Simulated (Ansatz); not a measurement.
Ge(CF3)Me3 (C₄H₉F₃Ge). Total charge 0; triplet. Geometry PBE0-D4/def2-SVP, that of the neutral singlet; atoms count from 1.

```xyz
17

Ge    0.0536   -0.0952    0.0375
C    -0.8743    1.5523   -0.6123
F    -1.0515    1.5385   -1.9457
F    -0.1813    2.6684   -0.3234
F    -2.0921    1.6963   -0.0594
C     0.2327    0.1018    1.9656
H     0.7397   -0.7740    2.3971
H    -0.7569    0.1976    2.4356
H     0.8212    0.9988    2.2070
C     1.7767   -0.1461   -0.8665
H     2.3479   -1.0340   -0.5574
H     2.3659    0.7495   -0.6214
H     1.6374   -0.1839   -1.9567
C    -1.0858   -1.5952   -0.4524
H    -1.2210   -1.6351   -1.5431
H    -2.0750   -1.4958    0.0177
H    -0.6372   -2.5439   -0.1223
```

At PBE0-D4/def2-TZVP a singlet of charge 0 lies 8.02 eV below the triplet at the same geometry.

(1) Estimate the Mulliken populations from the PBE0/def2-TZVP orbitals of Ansatz.

(2) Where does the spin sit?

(3) And the Mayer bond orders between bonded heavy atoms (over 0.3)?

## Answers

(1) 
```csv
atom,charge (e),spin (α − β)
Ge1,-0.25,0.79
C2,0.29,0.16
F3,-0.14,0.00
F4,-0.14,0.00
F5,-0.15,0.03
C6,-0.20,-0.16
H7,0.07,0.10
H8,0.08,0.13
H9,0.08,0.08
C10,0.93,-0.60
H11,-0.24,0.47
H12,-0.19,0.42
H13,-0.19,0.43
C14,-0.20,-0.16
H15,0.08,0.08
H16,0.08,0.13
H17,0.07,0.10
```
Mulliken values and Mayer orders depend strongly on the basis.

(2) Summed by element: Ge 0.79, C -0.77, F 0.03, H 1.95, of 2 unpaired in all. Largest on single atoms: Ge1 0.79, C10 -0.60, H11 0.47.

(3) Ge1–C2 1.12 (2.00 Å); Ge1–C6 0.66 (1.95 Å); Ge1–C14 0.66 (1.95 Å); C2–F3 1.11 (1.35 Å); C2–F4 1.11 (1.35 Å); C2–F5 1.11 (1.35 Å). Values over 0.3 also appear between atoms too far apart for a bond (C6–C10 0.51 at 3.24 Å; C10–C14 0.51 at 3.24 Å); they arise where an orbital or an unpaired electron spreads over both atoms.
